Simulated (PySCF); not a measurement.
A side-by-side comparison of computed properties.

First species: C4H4F4.
InChI=1S/C4H4F4/c5-3-1-2-4(6,7)8/h1-2H,3H2/b2-1+

Second species: C4H4F4.
SMILES: `F/C=C(/F)CC(F)F`

Levels: CAM-B3LYP/def2-SVPD for dipole moment, HOMO energy, LUMO energy, HOMO–LUMO gap, static isotropic polarisability and electronic spatial extent ⟨r²⟩ about the centre of nuclear charge; TDDFT CAM-B3LYP/def2-SVPD for lowest singlet excitation; TDA CAM-B3LYP/def2-SVPD for lowest triplet excitation (Tamm–Dancoff); GFN2-xTB for rotational constant A and rotational constant C. Geometries: GFN2-xTB. Each species is one conformer at its optimised geometry, gas phase, non-relativistic unless stated; the electronic structure was computed with PySCF and density fitting.

Dipoles, sizes and rotational constants follow the conformer. The torsions of the flexible species, by atom-mapped SMILES:
- `[F:1][CH2:2]/[CH:3]=[CH:4]/[C:5]([F:6])([F:7])[F:8]`: F1–C2–C3–C4 0°, C3–C4–C5–F6 121°
- `[F:1]/[CH:2]=[C:3](/[F:4])[CH2:5][CH:6]([F:7])[F:8]`: C2–C3–C5–C6 -119°, C3–C5–C6–F7 68°

| property | column X | column Y |
| --- | --- | --- |
| dipole moment | 1.95 D | 3.01 D |
| HOMO energy | -9.14 eV | -10.02 eV |
| LUMO energy | 0.94 eV | 0.26 eV |
| HOMO–LUMO gap | 10.08 eV | 10.28 eV |
| lowest singlet excitation | 7.07 eV | 7.54 eV |
| lowest triplet excitation (Tamm–Dancoff) | 4.29 eV | 4.43 eV |
| static isotropic polarisability | 52.3 au | 52.9 au |
| electronic spatial extent ⟨r²⟩ about the centre of nuclear charge | 1061 bohr² | 1164 bohr² |
| rotational constant A | 3.050 GHz | 4.288 GHz |
| rotational constant C | 1.024 GHz | 0.927 GHz |

(1) Which column belongs to which species?

(2) How does each property change from the first species to the second?

Results:

(1) Column X is the second species and column Y the first. The first has 12 atoms and 64 electrons, the second 12 and 64.

(2) dipole moment -1.06 D; HOMO energy +0.88 eV; LUMO energy +0.68 eV; HOMO–LUMO gap -0.20 eV; lowest singlet excitation -0.47 eV; lowest triplet excitation (Tamm–Dancoff) -0.14 eV; static isotropic polarisability -0.6 au; electronic spatial extent ⟨r²⟩ about the centre of nuclear charge -103 bohr²; rotational constant A -1.238 GHz; rotational constant C +0.097 GHz.

On the first: The polarisability is 7.84 Å³ as a volume (1 au = 0.148185 Å³), or 0.83 au for each of the 64 electrons. A dipole of 3.01 D is allowed in Cs, and pure rotational transitions are dipole-allowed.

On the second: The vertical singlet–triplet gap S1 − T1 is 2.78 eV (TDDFT singlet less Tamm–Dancoff triplet). The dipole equals about 6.5 × 10⁻³⁰ C·m (1 D = 3.33564 × 10⁻³⁰ C·m).
